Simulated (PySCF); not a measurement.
cis-Sn(PH3)2F4.
Bonds: Sn1–P2, Sn1–F6, Sn1–P7, Sn1–F11, Sn1–F12, Sn1–F13. Hydrogens: H3, H4, H5 on P2; H8, H9, H10 on P7.

Theory: PySCF, PBE0-D3(BJ)/def2-SVP geometry optimisation, gas phase, def2 core potentials past Kr.

**Question.** What internal coordinates does the optimisation give?

**Answer.** 
```
                  bond  length (bohr)
        Sn1–P2, Sn1–P7          5.210
       Sn1–F6, Sn1–F11          3.652
      Sn1–F12, Sn1–F13          3.685
P2–H3 and 5 like bonds          2.676
```

Bonds in one row agree within 0.02 bohr and their mean is given. A selection of angles:
```
      angle  degrees
  P2–Sn1–F6    178.8
  P2–Sn1–P7     99.1
 P2–Sn1–F11     78.2
 P2–Sn1–F12     80.3
 P2–Sn1–F13     78.4
  F6–Sn1–P7     80.8
 F6–Sn1–F11    102.0
 F6–Sn1–F12    100.8
 F6–Sn1–F13    100.4
 P7–Sn1–F11    175.5
 P7–Sn1–F12     75.7
 P7–Sn1–F13     82.0
F12–Sn1–F13    146.2
  Sn1–P2–H3    125.1
  Sn1–P2–H4    113.3
  Sn1–P2–H5    116.0
   H3–P2–H4     99.2
  Sn1–P7–H8    120.2
  Sn1–P7–H9    122.1
 Sn1–P7–H10    111.9
```

The 4 F–Sn bonds span 1.932 Å (Sn1–F6) to 1.953 Å (Sn1–F12), a spread of 0.021 Å. Sn1 (tin bonded to 4 F and 2 P) has the three widest angles are 178.8°, 175.5° and 146.2°, the others run from 75.7° to 102.0°. P2 (phosphorus bonded to Sn and 3 H) has angles from 99.2° to 125.1°.

Point group: near C2, missed by 0.13 Å at most; the miss may be what the optimiser left on a soft mode. No PBE0-D3(BJ)/def2-SVP frequencies stand behind this structure, so it isn't proved a minimum.

Time: 7.5 min; peak memory 0.60 GiB. Hardware: Intel Xeon Platinum 8259CL at 2.50 GHz, one thread, shared host. That covers the optimisation of the geometry.
